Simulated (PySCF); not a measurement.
C2H10O2Si2, SMILES C([Si@@H](OC)O)[SiH3]. Atoms are numbered in the order given.

```xyz
16

C      2.2336    -0.4218     1.4912
O      0.9581    -0.0213     1.0437
Si     0.6333     0.6330    -0.4540
O      1.0760    -0.4066    -1.6805
C     -1.2069     0.9386    -0.4276
Si    -2.1953    -0.5454     0.1987
H      2.9340     0.4324     1.5502
H      2.6802    -1.1832     0.8262
H      2.1366    -0.8549     2.4989
H      1.4584     1.8448    -0.6909
H      0.5968    -1.2433    -1.7269
H     -1.4310     1.8086     0.2135
H     -1.5389     1.1935    -1.4487
H     -2.0997    -0.6805     1.6771
H     -3.6349    -0.4258    -0.1808
H     -1.6665    -1.7965    -0.4309
```

The structure is a stationary point at B3LYP-D3(BJ)/def2-SVP. The structure was generated by enumeration; whether it is a known compound was not checked. One conformer was computed; it need not be the lowest.

Computed with PBE0/pcSseg-1 run with PySCF.

GIAO shieldings, no solvent; atoms listed in one row are averaged. δ = σ(ref) − σ: ¹³C against TMS (σ = 186.3 ppm); ¹⁷O against H2O (σ = 334.2 ppm); ²⁹Si against TMS (σ = 352.7 ppm); ¹H against TMS (σ = 31.56 ppm), references at their B3LYP-D3(BJ)/def2-TZVP geometries, non-relativistic.

```json
[
 {"nucleus": "¹³C", "atoms": "C1", "count": "1", "δ (ppm)": "54.8"},
 {"nucleus": "¹³C", "atoms": "C5", "count": "1", "δ (ppm)": "-5.7"},
 {"nucleus": "¹⁷O", "atoms": "O4", "count": "1", "δ (ppm)": "52.7"},
 {"nucleus": "¹⁷O", "atoms": "O2", "count": "1", "δ (ppm)": "47.1"},
 {"nucleus": "²⁹Si", "atoms": "Si3", "count": "1", "δ (ppm)": "-10.3"},
 {"nucleus": "²⁹Si", "atoms": "Si6", "count": "1", "δ (ppm)": "-72.3"},
 {"nucleus": "¹H", "atoms": "H10", "count": "1", "δ (ppm)": "5.06"},
 {"nucleus": "¹H", "atoms": "H14, H15, H16", "count": "3", "δ (ppm)": "4.12"},
 {"nucleus": "¹H", "atoms": "H7, H8, H9", "count": "3", "δ (ppm)": "3.98"},
 {"nucleus": "¹H", "atoms": "H11", "count": "1", "δ (ppm)": "2.02"},
 {"nucleus": "¹H", "atoms": "H12", "count": "1", "δ (ppm)": "0.23"},
 {"nucleus": "¹H", "atoms": "H13", "count": "1", "δ (ppm)": "-0.05"}
]
```
